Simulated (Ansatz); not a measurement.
Li₆Al₄⁻. The state is a doublet with charge -1. Geometry PBE-D4/def2-SVPD, basis def2-TZVPD, Ansatz.

```xyz
10

Al   -1.571   -1.002    0.336
Al    0.646   -1.904   -0.809
Al    0.637    0.600   -1.680
Al    0.599    0.604    1.141
Li   -1.699    0.712    2.380
Li   -1.455   -1.016   -2.397
Li    0.522   -1.997    1.947
Li    1.145    2.772   -0.213
Li   -1.639    1.554   -0.562
Li    2.815   -0.324   -0.144
```

```csv
run,HOMO (eV),LUMO (eV)
A,0.03,0.84
B,0.03,0.57
C,-0.42,1.14
D,0.02,0.38
```

The structure comes from a short search, and lower isomers may exist.

HOMO and LUMO are taken over both spins.

**Question.** The runs used LDA (SPW92), PBE, PBE0, r2SCAN. Estimate which is which.

**Answer.** A r2SCAN (0 % exact exchange); B PBE (0 % exact exchange); C PBE0 (25 % exact exchange); D LDA (SPW92) (0 % exact exchange). Exact exchange lowers occupied and raises empty levels; among semilocal functionals meta-GGAs tend to open the gap a little, and such runs are hard to tell apart. The gap grows from 0.35 eV (LDA (SPW92)) to 1.56 eV (PBE0). At r2SCAN-D4/def2-TZVPD, PBE-D4/def2-TZVPD, LDA (SPW92)/def2-TZVPD the highest occupied level of the charge -1 doublet lies above zero (up to 0.03 eV). The electron is either unbound and held by the finite basis, or the level is raised by self-interaction error.
